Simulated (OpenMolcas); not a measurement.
A run on Nb2+ among 5 point charges of -2 e arranged as a square pyramid (C4v), 2.35 Å from the ion, with the axial distance 2.209 Å. The active orbitals were held to one l.

```yaml
Program: OpenMolcas
Method: CASSCF
Basis: ANO-RCC-VDZP [6s5p3d1f]
Scalar_Hamiltonian: DKH2, point nucleus
Active_space: 3 electrons in 5 orbitals (4d)
State_averaging: 2S+1 = 4 even, 10 roots; 2S+1 = 2 even, 40 roots
Spin-orbit_coupling: state interaction with AMFI integrals over the reference wave functions
```

43 basis functions. Blocks (2S+1, parity, CSFs, roots kept): 4, even, 10, 10; 2, even, 40, 40.

Problem. How long do the RASSCF and RASSI steps take on 1 thread of Intel(R) Xeon(R) Platinum 8488C (Sapphire Rapids) (shared host)?

Solution. About 10 s of wall time, without the integral step.
